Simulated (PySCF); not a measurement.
[(E)-2-germylethenyl]germane (C2H8Ge2), SMILES [GeH3]/[CH]=[CH]/[GeH3].

Coordinates come from a PBE0-D3(BJ)/def2-SVP optimisation.

These are CAM-B3LYP/def2-TZVP in PySCF values and carry that method's errors.

Gas-phase values at a fixed geometry.

```json
{
  "total_energy": "-4235.20241 hartree",
  "point_group": "C2h",
  "highest_occupied_level": "-9.19 eV",
  "lowest_empty_level": "0.47 eV",
  "orbital_gap": "9.66 eV",
  "dipole_moment": "0.00 D",
  "quadrupole, principal values (traceless, Buckingham form, about the centre of nuclear charge)": "-1.69, -1.52, 3.21 D·Å",
  "mean_static_polarisability": "88.9 bohr³ (13.17 Å³)",
  "polarisability_principal_values": "69.4, 76.7, 120.5 bohr³"
}
```
